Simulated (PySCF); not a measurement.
These are PBE0-D3(BJ)/def2-TZVP (PySCF) values and carry that method's errors. All species are isolated molecules in the gas phase. One relaxed conformer stands for a flexible species; it need not be the lowest. Delta-SCF ions had no search for a lower state. Excitations are Tamm–Dancoff values on a coarser integration grid. The basis has no diffuse functions, so Rydberg states are missing or too high.

Reference species (SMILES): `C=C(O)C[SiH3]` (C–C–O–H torsion 0°, O–C–C–Si torsion -69°) (neutral, multiplicity 1).

| Property | Value |
|---|---|
| S1 excitation (TDA) | 5.98 eV |
| vertical ionisation energy (Delta-SCF) | 8.64 eV |

Changed species: `C/C=C(\O)[SiH3]` (Si–C–O–H torsion 180°).

Q: What does the change do to the S1 excitation (TDA) and vertical ionisation energy (Delta-SCF)?

A: the S1 excitation (TDA) falls by 0.10 eV, to 5.88 eV; the vertical ionisation energy (Delta-SCF) hardly moves.
